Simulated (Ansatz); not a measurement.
```yaml
crystal:
  periodic: [false, false, false]
  atoms:
    - {symbol: C, position_ang: [2.854577, 0.121632, -1.708580]}
    - {symbol: N, position_ang: [1.642084, 0.772815, -1.021023]}
    - {symbol: Zr, position_ang: [-0.268977, 0.116908, -0.909162]}
    - {symbol: F, position_ang: [-0.991080, -0.553310, -2.461672]}
    - {symbol: N, position_ang: [-1.243174, 1.676900, -0.018332]}
    - {symbol: C, position_ang: [-1.555380, 1.768758, 1.551307]}
    - {symbol: N, position_ang: [-0.021056, -1.457845, 0.788110]}
    - {symbol: C, position_ang: [-1.022080, -2.402123, 0.949633]}
    - {symbol: H, position_ang: [3.783923, -0.152161, -1.072955]}
    - {symbol: H, position_ang: [2.175976, -0.697267, -2.246563]}
    - {symbol: H, position_ang: [3.025412, 0.660166, -2.464633]}
    - {symbol: H, position_ang: [1.872075, 1.683424, -0.682309]}
    - {symbol: H, position_ang: [-1.700594, 2.257418, -0.585196]}
    - {symbol: H, position_ang: [-1.134457, 1.142684, 2.166487]}
    - {symbol: H, position_ang: [-1.445797, 2.747198, 1.720036]}
    - {symbol: H, position_ang: [-2.717814, 1.928454, 1.547558]}
    - {symbol: H, position_ang: [0.929496, -1.660224, 1.125014]}
    - {symbol: H, position_ang: [-1.943363, -2.181584, 0.343283]}
    - {symbol: H, position_ang: [-1.479845, -2.224653, 2.199481]}
    - {symbol: H, position_ang: [-0.937034, -3.197243, 0.580555]}
basis:
  gaussian: {orbitals: def2-SVP, nuclear_model: gaussian, point_charges: [{charge: 1.00, position_ang: [6.443, -0.058, 0.641]}]}
hamiltonian: {xc: {name: rPW86-PBE}}
relax: {f_tol: 0.0001, max_steps: 2}
```

```sh
$ ansatz run in.yaml --threads 5 --pin off --events-out ev --progress --plain --max-ram 66560MiB --backend cuda --devices 0, --max-vram 37GiB
```

Output, abridged:

```
Functional definition: rPW86-PBE
2112 factors; their error is unknown
mean field evaluation 1: about -11754.1397 eV, gradient 1.2e2 eV
mean field evaluation 2: about -11467.3109 eV, gradient 3.3e2 eV
mean field evaluation 4: about -11784.4875 eV, gradient 4.5e1 eV
mean field evaluation 8: about -11789.1937 eV, gradient 1.6e0 eV
mean field evaluation 16: about -11789.1001 eV, gradient 7.3e-2 eV
mean field -11789.10015776 eV, -433.2414398587 hartree, gradient 1.3e-5 eV, S^2 0.000000; 0 other end points of the search recorded, 0 dependent functions left out
reference -11789.10036199 eV, -433.2414473640 hartree; 36, 36 occupied and 153, 153 virtual orbitals, 2112 factors
relax step   1: F+E_penalty+E_count = -11789.10015776 eV  Δ(F+E_penalty+E_count) = +0.000e0 eV  max|allowed force component| = 1.393e1 eV/Å  Δτ_max = 0.0000 Å  (38 SCF iters, accepted)
2112 factors; their error is unknown
mean field evaluation 32: about -11794.2491 eV, gradient 3.0e-3 eV
mean field -11794.24912722 eV, -433.4306609960 hartree, gradient 1.7e-5 eV, S^2 0.000000; 0 other end points of the search recorded, 0 dependent functions left out
reference -11794.24933493 eV, -433.4306686294 hartree; 36, 36 occupied and 153, 153 virtual orbitals, 2112 factors
relax step   2: F+E_penalty+E_count = -11794.24912722 eV  Δ(F+E_penalty+E_count) = -5.149e0 eV  max|allowed force component| = 3.323e0 eV/Å  Δτ_max = 0.1931 Å  (38 SCF iters, accepted)
Error: geometry relaxation did not converge after 2 steps: max|allowed force component| = 3.32e0 eV/Å (threshold 1.0e-4). Raise `relax.max_steps` over both its present limit and 2, loosen `relax.f_tol`, or start from a geometry closer to equilibrium. Where this run's directory can be resumed (`checkpoint.write`), a resume goes on for up to `relax.max_steps` more
```

Task: Something in this input is off. What?

Result: The relaxation is allowed too few steps for its threshold. The run did not converge.
